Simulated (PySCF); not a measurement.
C6H9OS (doublet state).
Atom-mapped SMILES: `[O:1]=[S@@:2]1[CH2:3][CH:4][C@H:5]2[CH2:6][C@@H:7]1[CH2:8]2` (hydrogens: H9, H10 on C3; H11 on C4; H12 on C5; H13, H14 on C6; H15 on C7; H16, H17 on C8)

Cartesian coordinates in Å at the GFN2-xTB level; atoms count from 1:
```
atom  x, y, z in Å
O1     1.8938    1.6652   -1.4151
S2     1.1083    1.5090   -0.1910
C3     1.6574   -0.2473    0.5406
C4     0.5401   -0.9092    1.1281
C5    -0.7397   -0.9001    0.3853
C6    -1.3495    0.5328    0.5426
C7    -0.5671    0.9035   -0.7107
C8    -0.5515   -0.5722   -1.1056
H9     2.0341   -0.6670   -0.3902
H10    2.4798   -0.0489    1.2216
H11    0.4753   -0.9959    2.2021
H12   -1.3943   -1.7309    0.6479
H13   -1.0996    1.0709    1.4558
H14   -2.4270    0.5485    0.3895
H15   -0.9710    1.6363   -1.4067
H16   -1.4305   -0.8339   -1.6935
H17    0.3343   -0.9490   -1.6106
```

The hyperfine couplings belong to this conformer and change with its torsions.

Computed with UKS B3LYP, pcH-1 on C H O S, non-relativistic, mean-field spin-orbit, GIAO in PySCF. Geometry: GFN2-xTB; no solvent, vibrations or thermal averaging. Couplings are sensitive to structure, and on GFN2-xTB geometries they can be far from those on DFT ones. Stability of the SCF solution: not tested.

Question: Predict the first-order ENDOR lines of H9, H11, H12, H14, H15, H10, H13, H16 and H17 under fast tumbling at B = 336.2 mT (X band).

Answer: ν± = |νn ± a/2|, one line for each electron-spin manifold; νn = |g_N| × 7.62259 MHz/T × B.

```tsv
nuclei	isotope	g_N	νn (MHz)	a_iso (MHz)	lower line (MHz)	upper line (MHz)
H9	1H	5.5857	14.31	97.01	34.19	62.82
H11	1H	5.5857	14.31	-45.62	8.50	37.12
H12	1H	5.5857	14.31	40.88	6.13	34.75
H14	1H	5.5857	14.31	16.62	6.01	22.62
H15	1H	5.5857	14.31	11.14	8.74	19.89
H10	1H	5.5857	14.31	5.53	11.55	17.08
H13	1H	5.5857	14.31	-2.13	13.25	15.38
H16	1H	5.5857	14.31	-1.32	13.65	14.98
H17	1H	5.5857	14.31	-0.88	13.88	14.75
```

Question: Which pairs are centred on the nuclear Larmor frequency, and which on half the coupling?

Answer: Centred on νn, since |a| < 2νn: H14, H15, H10, H13, H16 and H17. Centred on |a|/2 and split by 2νn: H9, H11 and H12.

Question: At what field would the lower line of H12 fall to zero frequency?

Answer: Where νn = |a|/2, that is B = 20.44 MHz/(5.5857 × 7.62259 MHz/T) = 480 mT, as far as first order holds there.

The Mulliken spin populations are largest on C4 (+0.87), S2 (+0.14), C3 (-0.12) and O1 (+0.08). C4 is the only atom above +0.15. The positive populations add up to 1.24 and the negative ones to -0.24, together 2S = 1. The angles at C4 add up to 354.2°, so it is nearly planar; its axial dipolar tensor and the negative coupling of its proton fit spin in a p orbital normal to that plane.
